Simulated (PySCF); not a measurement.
Nonlinear optical response: SMILES [C-]#[N+]c1ccc2c(c1)C=C2, C9H5N

Cartesian coordinates in Å; atom numbers follow the order of the lines, from 1:
```xyz
15

C     3.957   -0.968    0.019
N     2.846   -0.609    0.022
C     1.547   -0.209    0.021
C     1.250    1.131    0.115
C    -0.089    1.599    0.117
C    -1.038    0.641    0.022
C    -0.726   -0.748   -0.074
C     0.536   -1.220   -0.079
C    -2.204   -1.033   -0.133
C    -2.496    0.274   -0.042
H     2.060    1.842    0.187
H    -0.295    2.655    0.190
H     0.816   -2.260   -0.151
H    -2.771   -1.939   -0.215
H    -3.399    0.853   -0.022
```

Level of theory: quadratic response B3LYP/def2-SVPD first hyperpolarisability, Taylor convention, gas phase in PySCF 2.14.0. Geometry: GFN2-xTB.

Problem. What is the first hyperpolarisability, and how does it disperse?

Solution. In au, Taylor convention; the vector part is βᵢ = ⅓ Σⱼ (βᵢⱼⱼ + βⱼᵢⱼ + βⱼⱼᵢ); β∥ is 3/5 of the vector part along the dipole, the dipole points from − to +:
| process | λ (nm) | β vector norm | β∥ | β HRS | depolarisation ratio |
| --- | --- | --- | --- | --- | --- |
| static β(0;0,0) | ∞ | 321.4 | 187.0 | 156.5 | 3.32 |
| second harmonic β(−2ω;ω,ω) | 1064 | 444.1 | 253.2 | 219.3 | 3.41 |
| Pockels β(−ω;ω,0) | 1064 | 352.2 | 204.3 | – | – |
| Pockels β(−ω;ω,0) | 800 | 380.2 | 219.8 | – | – |

Second harmonics within 0.3 eV of the first excitation or beyond it are left out.

Problem. Which lowest excitations, dipole and polarisabilities go with it?

Solution. S1 2.77 eV (f = 0.007); S2 4.25 eV (f = 0.002); S3 5.17 eV (f = 0.106); dipole 5.09 D; isotropic α 109.8 au static, 111.8 au at 1064 nm, 113.4 au at 800 nm, 119.5 au at 532 nm.
